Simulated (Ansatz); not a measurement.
`[NH2][In]([F])[Br]` + H₂O → `[NH2][In]([OH])[Br]` + H–F at 400 K and 1 bar (formal hydrolysis of the In–F bond).

Calculated with Ansatz (gas phase, PBE0-D4/def2-TZVP geometries, no zero-point term in ΔE). CCSD(T)/CBS is the MP2 limit (def2-TZVPP, def2-QZVPP) plus CCSD(T) − MP2 in def2-TZVPP, frozen cores. This one scheme is used for every species. Elements past krypton have def2 core potentials. For Br, In outer-core shells are correlated without core-valence functions, which leaves a few kJ/mol of doubt a bond. Scalar relativity is left out up to krypton. Each species was taken in one conformer, which may not be the lowest.

```json
{"species": "`[NH2][In]([F])[Br]`", "CCSD(T)/CBS energy (Eh)": "-2918.92828", "H − E (kJ/mol)": "101.8", "S (J/(mol·K))": "385.1"}
{"species": "H₂O", "CCSD(T)/CBS energy (Eh)": "-76.37941", "H − E (kJ/mol)": "69.8", "S (J/(mol·K))": "198.6"}
{"species": "`[NH2][In]([OH])[Br]`", "CCSD(T)/CBS energy (Eh)": "-2894.90232", "H − E (kJ/mol)": "134.2", "S (J/(mol·K))": "395.4"}
{"species": "H–F", "CCSD(T)/CBS energy (Eh)": "-100.39570", "H − E (kJ/mol)": "36.5", "S (J/(mol·K))": "182.2"}
```

H − E and S are ideal-gas, rigid-rotor, harmonic terms from PBE0-D4/def2-TZVP, for one conformer and one mirror image of each species. 1 Eh = 2625.50 kJ/mol, R = 8.31446 J/(mol·K).

**Question.** By hand: ΔE, ΔH, ΔS and ΔG.

**Answer.** ΔE = (-2894.90232) + (-100.39570) − (-2918.92828) − (-76.37941) = 0.00967 Eh = 25.4 kJ/mol. Δ(H − E) = 134.2 + 36.5 − 101.8 − 69.8 = -0.9, so ΔH = 24.5 kJ/mol. ΔS = 395.4 + 182.2 − 385.1 − 198.6 = -6.1 J/(mol·K). ΔG = 24.5 − 400 × (-6.1)/1000 = 26.9 kJ/mol.

**Question.** By hand: the equilibrium constant, and the temperature at which ΔG would vanish if ΔH and ΔS stayed fixed.

**Answer.** log₁₀ K = −ΔG/(RT ln 10) = -3.5. ΔH and −TΔS have one sign here, so there is no such temperature.

The number of gas molecules stays the same, so ΔS is small and ΔH decides. A doubt of 5 kJ/mol in ΔE shifts log₁₀ K by 0.7 here. Other conformers and mirror images would add mixing entropy, several J/(mol·K) or more a flexible species. These are equilibria of isolated gas molecules and say nothing of rates. Largest T1 diagnostic: 0.013 (customary marks: 0.02 for closed shells, 0.045 for open ones).

ΔS is within the doubt of such terms, so its sign, and with it that verdict, could turn.
